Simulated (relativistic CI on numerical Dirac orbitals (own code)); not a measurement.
**d1 to d9 in one tetrahedral field**

Computed with a parametric ligand-field model without spin-orbit coupling, by exact diagonalisation: B = 740, C = 3070, 10Dq = -3600 cm⁻¹ (Td; |10Dq|/B = 4.9) for every shell. Energies in cm⁻¹; the field energy is (0.6 n_e − 0.4 n_t2) × 10Dq of the ground term; g labels are left out.

```csv
Shell,Ground term,Electrons in e,Field energy,First spin-allowed bands,Lowest term of other spin
d1,2E,1.000,-2160,2T2 3600,
d2,3A2,2.000,-4320,"3T2 3600, 3T1 6254",1E 11304
d3,4T1,1.878,-2441,"4T2 3035, 4A2 6635",2E 10700
d4,?,?,?,?,?
d5,6A1,2.000,0,none,4T1 20824
d6,5E,3.000,-2160,5T2 3600,3T1 13526
d7,4A2,4.000,-4320,"4T2 3600, 4T1 6254",2E 13745
d8,3T1,3.878,-2441,"3T2 3035, 3A2 6635",1T2 10729
d9,2T2,4.000,-1440,2E 3600,
```

Task: Fill in the row of d4.

Result: Ground term: 5T2; Electrons in e: 2.000; Field energy: -1440; First spin-allowed bands: 5E 3600; Lowest term of other spin: 3T1 13141. Every shell keeps the spin of the free ion. Tetrahedral fields of 3d complexes are almost always too weak to pair spins. High-spin d^(n+5) repeats the spin-allowed bands of d^n, since the half-filled shell is spherical.
